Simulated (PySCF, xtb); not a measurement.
C5H10O, SMILES OCC1(CC1)C. Other conformers were not sampled.

Harmonic wavenumbers (cm⁻¹) from GFN2-xTB (xtb) at its own minimum, in rising order: 83, 170, 228, 267, 309, 341, 384, 480, 736, 801, 894, 923, 934, 971, 1028, 1061, 1071, 1096, 1108, 1121, 1150, 1202, 1247, 1273, 1380, 1391, 1416, 1423, 1484, 1491, 1495, 1508, 2825, 2865, 3006, 3016, 3047, 3083, 3088, 3111, 3123, 3575.

Question: What does B3LYP-D3(BJ)/def2-SVP (PySCF 2.14.0) give at its own minimum? (An estimate is asked for; the answer gives what the named calculation found.)

Answer: 114, 216, 221, 256, 329, 350, 390, 514, 698, 791, 868, 890, 930, 954, 1030, 1052, 1059, 1076, 1116, 1141, 1178, 1203, 1274, 1302, 1362, 1408, 1425, 1452, 1462, 1474, 1501, 1503, 2944, 2976, 3014, 3083, 3112, 3120, 3124, 3217, 3226, 3847. Paired by order, the mean absolute difference is 36 cm⁻¹ and the zero-point energies are 87.5 and 88.9 kcal/mol.
